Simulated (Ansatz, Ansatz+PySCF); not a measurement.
| atom | x (Å) | y (Å) | z (Å) |
| --- | --- | --- | --- |
| Be | 2.1000 | 0.0000 | 0.0000 |
| Be | 1.0500 | 1.8187 | 0.0000 |
| Be | -1.0500 | 1.8187 | 0.0000 |
| Be | -2.1000 | 0.0000 | 0.0000 |
| Be | -1.0500 | -1.8187 | 0.0000 |
| Be | 1.0500 | -1.8187 | 0.0000 |

Basis set: def2-SVP (spherical functions). All electrons are correlated. Charge 0, multiplicity 1.

Computed with Ansatz (development build ahead of 0.2.0); each method stands on the lowest determinant of its kind that the runs found. Restricted open shells among the atoms or ions are ROHF, correlated in semicanonical orbitals with singles.

Q: Give the atomization energy at this shape (free ground-state atoms in the same class of orbitals less the molecule, no zero-point energy) of singlet Be₆ by RHF-MP2, RHF.

A:

```csv
method,atomization energy
RHF-MP2,3.79 eV
RHF,4.21 eV
```

Caution: the shape is not the minimum.
